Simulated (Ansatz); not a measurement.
`CO[Si]OC` + `C[SiH](F)[GeH3]` → `CO[SiH]` + `CO[Si](C)(F)[GeH3]`  (redistribution)

Computed with Ansatz on PBE0-D4/def2-TZVP structures; ΔE is electronic, products minus reactants. CCSD(T)/CBS adds triple-zeta CCSD(T) − MP2 to the extrapolated MP2 energy (def2 sets, frozen cores). Functionals use def2-TZVPP. For Ge outer-core shells are correlated without core-valence functions, which leaves a few kJ/mol of doubt a bond. Scalar relativity is left out up to krypton. One conformer a species, not always the lowest.

(1) Is it downhill or uphill in electronic energy at CCSD(T)/CBS, and by how much? (An estimate is asked.)

(2) What do these levels give: ωB97X-V, ωB97M-V, CCSD(T)/def2-SVP, HF/def2-QZVPP, HF/CBS(def2), MP2/CBS(def2)? (Estimate.)

Largest T1 diagnostic among the species: 0.015.

Results:

(1) Computed: Uphill: ΔE = +30.2 kJ/mol.

(2) Ansatz gave: ωB97X-V 32.2, ωB97M-V 32.3, CCSD(T)/def2-SVP 26.6, HF/def2-QZVPP 29.5, HF/CBS(def2) 29.7, MP2/CBS(def2) 34.5 kJ/mol.

From BLYP to BHLYP (50 % exact exchange), in def2-TZVPP and without D4, ΔE moves by −5.4 kJ/mol. Leaving LDA and LC-ωPBE aside and taking each functional with its dispersion term where it has one, the values, not all of them listed here, spread over 8.7 kJ/mol, from B97M-V to PBE-D4.
